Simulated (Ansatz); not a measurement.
Calculated with Ansatz (gas phase, PBE0-D4/def2-TZVP geometries, no zero-point term in ΔE). CCSD(T)/CBS adds triple-zeta CCSD(T) − MP2 to the extrapolated MP2 energy (def2 sets, frozen cores). This one scheme is used for every species. Functionals use def2-TZVPP. B3LYP here is the variant with VWN-RPA as its local correlation; programs differ in this. For Ge outer-core shells are correlated without core-valence functions, which leaves a few kJ/mol of doubt a bond. Scalar relativity is left out up to krypton. One conformer a species, not always the lowest.

`[OH][GeH2][C]#C[SiH3]` + H₂ → `[SiH3]C#[C][GeH3]` + H₂O  (hydrogenolysis of a Ge–O bond)

| level | ΔE (kcal/mol) |
| --- | --- |
| PBE-D4 | 0.7 |
| r2SCAN-D4 | 2.0 |
| B3LYP-D4 | 1.4 |
| PBE0 | -0.8 |
| HF/def2-TZVPP | -0.1 |
| CCSD(T)/def2-TZVPP | 1.4 |
| HF/CBS(def2) | -0.2 |
| CCSD/CBS(def2) | -0.2 |

Question: What does CCSD(T)/CBS give? (Estimate.)

Answer: Computed: +0.5 kcal/mol. The listed levels differ from it by 0.2, 1.5, 0.9, -1.3, -0.6, 0.9, -0.7, -0.7 kcal/mol.

Largest T1 diagnostic among the species: 0.013.

From PBE to PBE0 (25 % exact exchange), in def2-TZVPP and without D4, ΔE moves by −0.9 kcal/mol. In def2-TZVPP, CCSD(T) changes the Hartree–Fock value by +1.5 kcal/mol (the triples alone add +0.8 kcal/mol) and MP2 by +2.8 kcal/mol.
